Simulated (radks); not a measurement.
Values are calculated unless marked as measured or tabulated.
Q: All-electron atom: Cs V in [Kr] 4d10 5s2 5p1 6s2 (not the ground configuration). Code: a radial shooting solver on a logarithmic mesh with Libxc functionals. Model: Dirac Kohn-Sham, RPBE, spin-unpolarised, spherical densities, point nucleus; open shells fill j = l - 1/2 first. Some entries of the table are withheld. Estimate them.

orbital,occ.,eigenvalue (eV),<r^2> (bohr^2)
1s1/2,2,-35829.67,(1)
2s1/2,2,-5664.693,0.01477
2p1/2,2,-5331.739,0.01089
2p3/2,4,-4979.464,0.01216
3s1/2,2,-1221.062,(2)
3p1/2,2,-1082.117,0.09680
3p3/2,4,-1014.574,0.1046
3d3/2,4,-770.8000,0.08702
3d5/2,6,-756.4593,0.08927
4s1/2,2,-273.9806,0.5431
4p1/2,2,-224.0617,(3)
4p3/2,4,-210.2435,(4)
4d3/2,4,-128.9324,(5)
4d5/2,6,-126.6114,(6)
5s1/2,2,-73.2309,2.841
5p1/2,1,(7),3.444
5p3/2,0,(8),3.681
5d3/2,0,-36.1614,5.959
5d5/2,0,-35.8420,6.065
6s1/2,2,-30.6978,11.50
6p1/2,0,-25.9636,(9)
6p3/2,0,-25.2601,(10)

A: 
(1) 1s1/2 <r^2> (bohr^2): 0.0009248
(2) 3s1/2 <r^2> (bohr^2): 0.1020
(3) 4p1/2 <r^2> (bohr^2): 0.5880
(4) 4p3/2 <r^2> (bohr^2): 0.6326
(5) 4d3/2 <r^2> (bohr^2): 0.7837
(6) 4d5/2 <r^2> (bohr^2): 0.8020
(7) 5p1/2 eigenvalue (eV): -58.9403
(8) 5p3/2 eigenvalue (eV): -56.5238
(9) 6p1/2 <r^2> (bohr^2): 13.88
(10) 6p3/2 <r^2> (bohr^2): 14.52
